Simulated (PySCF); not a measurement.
## Sc⁺: ionisation energy

Sc⁺ [Ar] 3d1 4s1 (3D) → Sc²⁺ [Ar] 3d1 (2D), as a difference of total energies. Computed with PySCF 2.14 in pcseg-2 (6s4p3d2f1g, 56 functions), with the non-relativistic Hamiltonian (point nucleus). Correlated levels: valence: [Ar] frozen. The calculations carry no spin-orbit coupling.

**Question.** Order these methods by the ionisation energy they give, lowest first.
A. UHF
B. BP86
C. MP2 (valence)
D. M06-L

**Answer.** D (12.049 eV), A (12.164 eV), C (12.244 eV), B (13.075 eV).

These non-relativistic numbers lack the scalar-relativistic shift.

The reference lies between the lowest fine-structure levels, while these numbers refer to the centres of the terms.

Errors of the correlated levels include the incompleteness of this basis and the frozen core.

For comparison: 12.800 eV (measured; NIST Atomic Spectra Database, ionization energies).
